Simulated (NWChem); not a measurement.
System: CaHOF; SMILES [OH][Ca][F]

NWChem input:

```
start job
memory heap 200 mb stack 900 mb global 1100 mb
geometry units angstroms noautoz
  Ca     0.267241     0.136757     0.000000
  F     -0.470096     1.980271     0.000000
  O     -0.171261    -1.817320     0.000000
  H     -0.527044    -2.717832     0.000000
end
basis spherical
  Ca library pcseg-1
  F library pcseg-1
  O library pcseg-1
  H library pcseg-1
end
dft
  xc pbe0
  iterations 150
  mulliken
end
task dft energy
```

NWChem printed, in part:

```
             Northwest Computational Chemistry Package (NWChem) 7.3.0
             --------------------------------------------------------

 CS  symmetry detected

                             Geometry "geometry" -> ""
                             -------------------------

 Output coordinates in angstroms (scale by  1.889725989 to convert to a.u.)

  No.       Tag          Charge          X              Y              Z
 ---- ---------------- ---------- -------------- -------------- --------------
    1 Ca                  20.0000     0.29079049     0.02806080     0.00000000
    2 F                    9.0000    -0.30559709     1.92187483     0.00000000
    3 O                    8.0000    -0.29364848    -1.88743705     0.00000000
    4 H                    1.0000    -0.71624810    -2.75859316     0.00000000

 Effective nuclear repulsion energy (a.u.)     109.2111507530

      Symmetry information
      --------------------

 Group name             Cs
 Group number              2
 Group order               2
 No. of unique centers     4

                                 NWChem DFT Module
                                 -----------------

 Summary of "ao basis" -> "ao basis" (spherical)
 ------------------------------------------------------------------------------
       Tag                 Description            Shells   Functions and Types
 ---------------- ------------------------------  ------  ---------------------
 Ca                         pcseg-1                 10       24   5s3p2d
 F                          pcseg-1                  6       14   3s2p1d
 O                          pcseg-1                  6       14   3s2p1d
 H                          pcseg-1                  3        5   2s1p

      Symmetry analysis of basis
      --------------------------

        a'         41
        a"         16

            General Information
            -------------------
          SCF calculation type: DFT
          Wavefunction type:  closed shell.
          No. of atoms     :     4
          No. of electrons :    38
           Alpha electrons :    19
            Beta electrons :    19
          Charge           :     0
          Spin multiplicity:     1
          Use of symmetry is: on ; symmetry adaption is: on
          Maximum number of iterations: 150
          AO basis - number of functions:    57
                     number of shells:    25
          Convergence on energy requested:  1.00D-06
          Convergence on density requested:  1.00D-05
          Convergence on gradient requested:  5.00D-04

              XC Information
              --------------
                         PBE0 Method XC Functional
                     Hartree-Fock (Exact) Exchange  0.250
          PerdewBurkeErnzerhof Exchange Functional  0.750
            Perdew 1991 LDA Correlation Functional  1.000 local
           PerdewBurkeErnz. Correlation Functional  1.000 non-local

             Grid Information
             ----------------
          Grid used for XC integration:  medium
          Radial quadrature: Mura-Knowles
          Angular quadrature: Lebedev.
          Tag              B.-S. Rad. Rad. Pts. Rad. Cut. Ang. Pts.
          ---              ---------- --------- --------- ---------
          Ca                  1.80      112          10.0       590
          F                   0.50       49          12.0       434
          O                   0.60       49           8.0       434
          H                   0.35       45          12.0       434
          Grid pruning is: on
          Number of quadrature shells:   255
          Spatial weights used:  Erf1

      Superposition of Atomic Density Guess
      -------------------------------------

 Sum of atomic energies:        -851.23117706

      Non-variational initial energy
      ------------------------------

 Total energy =    -851.170279
 1-e energy   =   -1385.838187
 2-e energy   =     425.456757
 HOMO         =      -0.513099
 LUMO         =      -0.138064

      Symmetry analysis of molecular orbitals - initial
      -------------------------------------------------

  Numbering of irreducible representations:

     1 a'          2 a"

  Orbital symmetries:

     1 a'          2 a'          3 a'          4 a'          5 a'
     6 a'          7 a"          8 a'          9 a'         10 a'
    11 a"         12 a'         13 a'         14 a'         15 a"
    16 a'         17 a'         18 a"         19 a'         20 a'
    21 a"         22 a'         23 a'         24 a'         25 a'
    26 a"         27 a'         28 a"         29 a'

     ---------------------------------------------
      Total Density - Mulliken Population Analysis
     ---------------------------------------------

    Atom       Charge   Shell Charges
 -----------   ------   -------------------------------------------------------
    1 Ca  20    18.21   2.00  2.00  2.01  0.04  0.01  6.00  6.01  0.04  0.06  0.05
    2 F    9     9.90   2.00  0.98  1.00  3.75  2.18  0.00
    3 O    8     9.26   2.00  0.94  0.89  3.34  2.10  0.00
    4 H    1     0.62   0.53  0.04  0.05

   convergence    iter        energy       DeltaE   RMS-Dens  Diis-err
 ---------------- ----- ----------------- --------- --------- ---------
 d= 0,ls=0.0,diis     1   -852.7389052019 -9.62D+02  3.28D-02  1.64D+00
 d= 0,ls=0.0,diis     2   -852.2152926782  5.24D-01  2.18D-02  7.30D+00
 d= 0,ls=0.0,diis     3   -852.9138352777 -6.99D-01  1.69D-03  9.40D-03
 d= 0,ls=0.0,diis     4   -852.9151844990 -1.35D-03  3.77D-04  1.33D-03
 d= 0,ls=0.0,diis     5   -852.9153128577 -1.28D-04  1.34D-04  2.39D-04
  Resetting Diis
 d= 0,ls=0.0,diis     6   -852.9153322412 -1.94D-05  4.10D-05  1.68D-05
 d= 0,ls=0.0,diis     7   -852.9153339386 -1.70D-06  1.21D-05  5.01D-07
 d= 0,ls=0.0,diis     8   -852.9153339501 -1.16D-08  6.03D-06  4.48D-07

         Total DFT energy =     -852.915333950108
      One electron energy =    -1392.784767543656
           Coulomb energy =      486.053045091550
    Exchange-Corr. energy =      -55.394762250999
 Nuclear repulsion energy =      109.211150752996

 Numeric. integr. density =       38.000001638373

                  Occupations of the irreducible representations
                  ----------------------------------------------

                     irrep           alpha         beta
                     --------     --------     --------
                     a'               15.0         15.0
                     a"                4.0          4.0

                       DFT Final Molecular Orbital Analysis
                       ------------------------------------

 Vector   17  Occ=2.000000D+00  E=-3.187827D-01  Symmetry=a'
              MO Center= -2.9D-01,  1.8D+00, -3.1D-16, r^2= 9.2D-01
   Bfn.  Coefficient  Atom+Function         Bfn.  Coefficient  Atom+Function
  ----- ------------  ---------------      ----- ------------  ---------------
    28      0.641084  2 F  px                31      0.461099  2 F  px
    10     -0.135204  1 Ca py                41     -0.092474  3 O  s
    12      0.067440  1 Ca px                43     -0.063407  3 O  py
    20      0.061494  1 Ca d -2              24     -0.057386  1 Ca d  2
    46     -0.057006  3 O  py                19     -0.054650  1 Ca d  2

 Vector   18  Occ=2.000000D+00  E=-2.637500D-01  Symmetry=a"
              MO Center= -2.8D-01, -1.8D+00, -3.9D-16, r^2= 9.8D-01
   Bfn.  Coefficient  Atom+Function         Bfn.  Coefficient  Atom+Function
  ----- ------------  ---------------      ----- ------------  ---------------
    44      0.604419  3 O  pz                47      0.479972  3 O  pz
    14      0.099191  1 Ca pz                11     -0.094002  1 Ca pz
    16     -0.081265  1 Ca d -1              21     -0.076553  1 Ca d -1
    30      0.056752  2 F  pz                33      0.047050  2 F  pz
    18      0.030745  1 Ca d  1               8      0.028942  1 Ca pz

 Vector   19  Occ=2.000000D+00  E=-2.630260D-01  Symmetry=a'
              MO Center= -2.7D-01, -1.8D+00,  1.3D-16, r^2= 1.0D+00
   Bfn.  Coefficient  Atom+Function         Bfn.  Coefficient  Atom+Function
  ----- ------------  ---------------      ----- ------------  ---------------
    42      0.550140  3 O  px                45      0.431009  3 O  px
    43     -0.251172  3 O  py                46     -0.207389  3 O  py
     9     -0.099111  1 Ca px                12      0.083054  1 Ca px
    29      0.076807  2 F  py                15     -0.072374  1 Ca d -2
    20     -0.069346  1 Ca d -2              32      0.068738  2 F  py

 Vector   20  Occ=0.000000D+00  E=-4.767574D-02  Symmetry=a'
              MO Center=  1.0D+00,  4.2D-02,  8.8D-15, r^2= 6.4D+00
   Bfn.  Coefficient  Atom+Function         Bfn.  Coefficient  Atom+Function
  ----- ------------  ---------------      ----- ------------  ---------------
     5      0.689789  1 Ca s                  3     -0.409268  1 Ca s
     4      0.341353  1 Ca s                 12      0.290393  1 Ca px
    24      0.183969  1 Ca d  2               2      0.148079  1 Ca s
    19      0.127860  1 Ca d  2               9     -0.111891  1 Ca px
    22      0.102727  1 Ca d  0              17      0.076125  1 Ca d  0

 Vector   21  Occ=0.000000D+00  E= 3.327278D-02  Symmetry=a"
              MO Center=  8.3D-01,  4.6D-02, -4.1D-14, r^2= 3.2D+00
   Bfn.  Coefficient  Atom+Function         Bfn.  Coefficient  Atom+Function
  ----- ------------  ---------------      ----- ------------  ---------------
    14      0.684533  1 Ca pz                23     -0.488194  1 Ca d  1
    18     -0.448762  1 Ca d  1              11     -0.232073  1 Ca pz
     8      0.067290  1 Ca pz                47     -0.052090  3 O  pz
    33     -0.045086  2 F  pz                30     -0.039326  2 F  pz
    44     -0.038579  3 O  pz

 Vector   22  Occ=0.000000D+00  E= 3.652432D-02  Symmetry=a'
              MO Center=  5.5D-01,  3.8D-02,  1.4D-14, r^2= 3.1D+00
   Bfn.  Coefficient  Atom+Function         Bfn.  Coefficient  Atom+Function
  ----- ------------  ---------------      ----- ------------  ---------------
    12      0.555219  1 Ca px                22     -0.468930  1 Ca d  0
    17     -0.447291  1 Ca d  0              24      0.251060  1 Ca d  2
     5     -0.223393  1 Ca s                 19      0.216899  1 Ca d  2
     9     -0.188746  1 Ca px                41      0.062070  3 O  s
     4      0.058267  1 Ca s                  6      0.054753  1 Ca px

     ---------------------------------------------
      Total Density - Mulliken Population Analysis
     ---------------------------------------------

    Atom       Charge   Shell Charges
 -----------   ------   -------------------------------------------------------
    1 Ca  20    18.77   2.00  2.00  1.99  0.07 -0.00  6.00  6.00  0.19  0.21  0.32
    2 F    9     9.64   2.00  0.93  1.03  3.40  2.28  0.00
    3 O    8     8.80   2.00  0.87  0.93  2.92  2.08  0.00
    4 H    1     0.79   0.68  0.05  0.05

     -------------------------------------------
      Total Density - Lowdin Population Analysis
     -------------------------------------------

    Atom       Charge   Shell Charges
 -----------   ------   -------------------------------------------------------
    1 Ca  20    19.14   2.00  1.99  1.84  0.22  0.04  5.99  5.81  0.45  0.19  0.61
    2 F    9     9.47   1.99  0.93  0.89  3.32  2.33  0.00
    3 O    8     8.51   1.99  0.82  0.72  2.80  2.18  0.01
    4 H    1     0.87   0.58  0.15  0.14

     Multipole analysis of the density
     ---------------------------------

     L   x y z        total         alpha         beta         nuclear
     -   - - -        -----         -----         ----         -------
     0   0 0 0     -0.000000    -19.000000    -19.000000     38.000000

     1   1 0 0      1.278206      0.639103      0.639103      0.000000
     1   0 1 0     -0.710058     -0.355029     -0.355029     -0.000000
     1   0 0 1     -0.000000     -0.000000     -0.000000      0.000000

     2   2 0 0    -15.963195    -14.649730    -14.649730     13.336265
     2   1 1 0      2.378405     -1.108962     -1.108962      4.596329
     2   1 0 1     -0.000000     -0.000000     -0.000000      0.000000
     2   0 2 0    -28.480652   -138.097976   -138.097976    247.715300
     2   0 1 1      0.000000      0.000000      0.000000      0.000000
     2   0 0 2    -16.718907     -8.359453     -8.359453      0.000000
```

Level: PBE0/pcseg-1. Coordinates come from a PBE-D3(BJ)/def2-SVP optimisation.
